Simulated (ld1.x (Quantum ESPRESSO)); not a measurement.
**Transferability test, TM semilocal potential for Cd**

ld1.x (Quantum ESPRESSO) 7.5 input, shortened:

```
&input
   title='Cd', zed=48., rel=1, dft='BP', iswitch=3,
   config='[Kr] 4d10 5s2 5p0'
 /
 &inputp
   pseudotype=1, tm=.true., lloc=1,
   nlcc=.false.
 /
3
5S  1  0   2.00   0.00  1.84  1.84  0.0
4D  3  2  10.00   0.00  1.06  1.06  0.0
5P  2  1   0.00   0.00  2.90  2.90  0.0
 &test
   configts(1)='4d10 5s2 5p0'
 /
```

Energies are relative to the spin-unpolarised reference configuration 4d10 5s2 5p0; without spin polarisation the order of configurations can differ from experiment.

```
valence configuration  charge  ΔE all-electron (eV)  error AE − PS (meV)
         4d10 5s1 5p0      +1                 9.470                 -2.3
         4d10 5s0 5p0      +2                26.697                  -12
          4d9 5s0 5p0      +3                64.789                  +10
          4d8 5s0 5p0      +4               118.921                 -133
          4d9 5s2 5p0      +1                18.090                  -27
          4d9 5s2 5p1       0                12.613                  -66
```

(1) What are ΔE and the potential's error for 4d10 5s0 5p1?

Answers

(1) ΔE = 15.314 eV all-electron; the error (AE − PS) is +4.0 meV.

ld1.x printed “convergence not achieved” for 3 of the counted tests; their residual had stalled under 1e-8, short of the target of 1e-14.
